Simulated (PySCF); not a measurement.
**Telling isomers of C9H10 apart by NMR**

Calculated, not measured (PySCF 2.14.0 with density-fitted response routines): geometry from GFN2-xTB, shieldings: GIAO PBE0/pcSseg-1. Relativity neglected, no solvent, single conformer, equivalent nuclei averaged.

Shifts are taken against calculated references (same method and geometry level): 1H and 13C vs TMS. Where no couplings were computed, multiplicities follow the n + 1 count of equivalent neighbours, and m marks all less simple cases (inequivalent or close neighbours, rings, F or P nearby). Shifts are as computed. Against solution values, carbons near 30 ppm lie about +3 ppm off and those near 130 ppm about +5 ppm. Of 1211 compounds with measured shifts, 218 miss one by over three times the rms of a fit or turn the order of signals round; such compounds aren't used in these exercises.

(1) Tabulate the signals of `C=CC1C=CC=CC=C1`, `Cc1ccc2c(c1)CC2` and their relative energies.

(2) What is the quickest way to tell C=CC1C=CC=CC=C1 from Cc1ccc2c(c1)CC2?

Answers

(1) 
```tsv
SMILES	carbon types	δC	δH	E rel. (kcal/mol)
C=CC1C=CC=CC=C1	8×CH 1×CH2	154.9, 136.6, 132.6, 129.5, 125.1, 44.3	7.17 (m, 1H), 7.15 (m, 2H), 6.56 (m, 2H), 5.88 (m, 1H), 5.82 (m, 1H), 5.14 (m, 2H), 1.44 (m, 1H)	32.9
Cc1ccc2c(c1)CC2	3×C 3×CH 2×CH2 1×CH3	151.4, 147.7, 141.7, 132.4, 128.0, 127.4, 30.2, 30.1, 25.1	7.33 (m, 1H), 7.25 (m, 1H), 7.20 (s, 1H), 3.23 (m, 2H), 3.22 (m, 2H), 2.48 (s, 3H)	0.0
```

Energies are electronic energies at PBE0/pcSseg-1 on these geometries, without zero-point or thermal terms, each for the one conformer computed, which needn't be the lowest.

(2) Count the carbon signals: 6 against 9. The first has a terminal =CH2 carbon at 125.1 ppm, the second a substituted aromatic carbon (C) at 151.4 ppm. Their most deshielded carbons lie at 154.9 and 151.4 ppm.
